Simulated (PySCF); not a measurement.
C3H8Si, SMILES C1C[SiH2]C1.

Coordinates come from a B3LYP-D3(BJ)/def2-SVP optimisation.

Level of theory: PBE0/def2-TZVP (PySCF).

Q: Estimate the frontier levels, gap, dipole moment and polarisability. (Estimate from the structure and the level; the computed values follow.)

A: 
```
Quantity                                                                                                       Result
---------------------------------------------------------------------------------------------  ----------------------
highest occupied level                                                                                       -7.83 eV
lowest empty level                                                                                            0.38 eV
orbital gap                                                                                                   8.21 eV
dipole moment                                                                                                  0.50 D
quadrupole, principal values (traceless, Buckingham form, about the centre of nuclear charge)   -1.57, 0.62, 0.95 D·Å
mean static polarisability                                                                       61.3 bohr³ (9.08 Å³)
polarisability, principal values                                                               54.9, 59.2, 69.7 bohr³
```
